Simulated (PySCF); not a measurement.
Isomers of C4H7F3SSi, mass 171.999 u with the commonest isotopes. The calculation used PBE0/pcSseg-1 in PySCF (dipole) on a GFN2-xTB geometry, gas phase. One conformer each, none proved a minimum here; rigid rotors.

Task: Order these by rotational constant C, smallest first.
A. `[CH3:1][S:2]/[C:3](=[CH:4]/[CH:5]([F:6])[F:7])[SiH2:8][F:9]` with C1–S2–C3–C4 -1°, C3–C4–C5–F6 170°, S2–C3–Si8–F9 132°
B. `[F:1][C:2]([F:3])([F:4])[S:5][C@@H:6]1[CH2:7][CH2:8][SiH2:9]1` with C2–S5–C6–C7 84°, S5–C6–C7–C8 -149°, C6–C7–C8–Si9 17°, C7–C8–Si9–C6 -13°, S5–C6–Si9–C8 139°
C. `[F:1][C:2]([F:3])([F:4])[SiH2:5][S:6][CH:7]1[CH2:8][CH2:9]1` with C2–Si5–S6–C7 31°, Si5–S6–C7–C8 72°

Result: A (560.4 MHz), C (673.5 MHz), B (759.3 MHz).

Task: Order these by rotational constant A, smallest first.
A. `[CH3:1][S:2]/[C:3](=[CH:4]/[CH:5]([F:6])[F:7])[SiH2:8][F:9]` with C1–S2–C3–C4 -1°, C3–C4–C5–F6 170°, S2–C3–Si8–F9 132°
B. `[F:1][C:2]([F:3])([F:4])[SiH2:5][S:6][CH:7]1[CH2:8][CH2:9]1` with C2–Si5–S6–C7 31°, Si5–S6–C7–C8 72°
C. `[F:1][C:2]([F:3])([F:4])[S:5][C@@H:6]1[CH2:7][CH2:8][SiH2:9]1` with C2–S5–C6–C7 84°, S5–C6–C7–C8 -149°, C6–C7–C8–Si9 17°, C7–C8–Si9–C6 -13°, S5–C6–Si9–C8 139°

Result: A (1223 MHz), B (1879 MHz), C (2056 MHz).

Task: Order these by dipole moment, largest first.
A. `[CH3:1][S:2]/[C:3](=[CH:4]/[CH:5]([F:6])[F:7])[SiH2:8][F:9]` with C1–S2–C3–C4 -1°, C3–C4–C5–F6 170°, S2–C3–Si8–F9 132°
B. `[F:1][C:2]([F:3])([F:4])[S:5][C@@H:6]1[CH2:7][CH2:8][SiH2:9]1` with C2–S5–C6–C7 84°, S5–C6–C7–C8 -149°, C6–C7–C8–Si9 17°, C7–C8–Si9–C6 -13°, S5–C6–Si9–C8 139°
C. `[F:1][C:2]([F:3])([F:4])[SiH2:5][S:6][CH:7]1[CH2:8][CH2:9]1` with C2–Si5–S6–C7 31°, Si5–S6–C7–C8 72°

Result: A (2.98 D), B (2.71 D), C (1.57 D).

```csv
SMILES,point group,Ia (u·Å²),Ib (u·Å²),Ic (u·Å²),κ,μa (D),μb (D),μc (D)
CS/C(=C/C(F)F)[SiH2]F,C1,413.09,594.10,901.86,-0.12,2.89,0.71,0.12
FC(F)(F)S[C@@H]1CC[SiH2]1,C1,245.83,608.22,665.54,-0.89,2.71,0.07,0.11
FC(F)(F)[SiH2]SC1CC1,C1,268.97,630.04,750.38,-0.79,1.21,0.10,0.99
```
